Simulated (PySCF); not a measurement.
# Radial density of Li (lithium, neutral)

TPSS, [He] 2s1, 2S determinant. All numbers are calculated (PySCF 2.14, the spin-free X2C one-electron Hamiltonian (Gaussian nucleus), in cc-pVDZ-DK).

```csv
r (bohr),4πr²ρ (e/bohr),4πr²(ρα − ρβ)
0.00703,0.008159,0.0001
0.0118,0.02266,0.0003
0.0199,0.06132,0.0008
0.0334,0.1590,0.0021
0.0562,0.3931,0.0051
0.0946,0.8853,0.0115
0.159,1.722,0.0220
0.268,2.621,0.0314
0.450,2.703,0.0247
0.757,1.501,0.0016
1.27,0.3503,0.0373
2.14,0.2201,0.2059
3.60,0.2626,0.2625
6.06,0.07225,0.0722
10.2,0.002191,0.0022
```

Densities and radii are taken from the X2C orbitals without a picture-change correction, which distorts them close to the nucleus.
